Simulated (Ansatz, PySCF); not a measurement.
Dissociation curve of GaH, singlet. Each curve is given relative to its own lowest point near equilibrium.

| R / Å | A | B | C | D |
|---|---|---|---|---|
| 1.24 | 1.803 | 1.885 | 1.890 | 1.756 |
| 1.35 | 0.834 | 0.897 | 0.911 | 0.819 |
| 1.44 | 0.378 | 0.423 | 0.438 | 0.375 |
| 1.50 | 0.191 | 0.226 | 0.238 | 0.192 |
| 1.56 | 0.075 | 0.099 | 0.107 | 0.078 |
| 1.62 | 0.015 | 0.027 | 0.032 | 0.017 |
| 1.68 | 0.000 | 0.000 | 0.000 | 0.000 |
| 1.74 | 0.020 | 0.007 | 0.003 | 0.016 |
| 1.79 | 0.057 | 0.034 | 0.027 | 0.050 |
| 1.82 | 0.087 | 0.057 | 0.048 | 0.077 |
| 1.95 | 0.267 | 0.205 | 0.194 | 0.244 |
| 2.06 | 0.462 | 0.371 | 0.362 | 0.426 |
| 2.26 | 0.864 | 0.713 | 0.719 | 0.802 |
| 2.51 | 1.339 | 1.150 | 1.195 | 1.293 |
| 2.78 | 1.647 | 1.581 | 1.687 | 1.800 |
| 3.00 | 1.795 | 1.885 | 2.024 | 2.177 |
| 3.33 | 1.920 | 2.246 | 2.360 | 2.673 |
| 3.65 | 1.979 | 2.490 | 2.565 | 3.078 |
| 4.17 | 2.019 | — | 2.759 | 3.598 |
| 4.54 | 2.030 | — | 2.835 | 3.883 |
| 4.93 | 2.035 | — | 2.882 | 4.124 |
| 5.92 | 2.039 | — | 2.917 | 4.538 |
| 6.65 | 2.039 | — | 2.920 | 4.726 |

Energies in eV.

Question: Match the curves with the methods Ansatz (a program for electronic structure) with CCSDT(Q) on RHF/aug-cc-pVDZ, cores with 3d frozen; restricted CAM-B3LYP/aug-cc-pVDZ (Ansatz); UHF/aug-cc-pVDZ (Ansatz); unrestricted B3LYP/6-31G*, spherical d (PySCF).

Answer: A is UHF; B is RCCSDT(Q); C is UKS-B3LYP/6-31G*; D is RKS-CAM-B3LYP.

Dashes: no converged value, or the column stops at the first point that the program doubted or that broke a chosen test of continuity, which isn't proof of a fault.

The T1 diagnostic of CCSD on the restricted reference of RCCSDT(Q) exceeds 0.045 at 3.00 to 6.65 Å. The unrestricted determinant behind UKS-B3LYP/6-31G* is spin-contaminated at 3.00 to 6.65 Å (<S²> up to 1.0, against 0.00 for a pure singlet). The unrestricted determinant behind UHF is spin-contaminated at 1.24 to 1.50, 2.51 to 6.65 Å (<S²> up to 1.0, against 0.00 for a pure singlet). The restricted form behind RKS-CAM-B3LYP keeps the bonding electrons paired and can't separate into open-shell fragments.
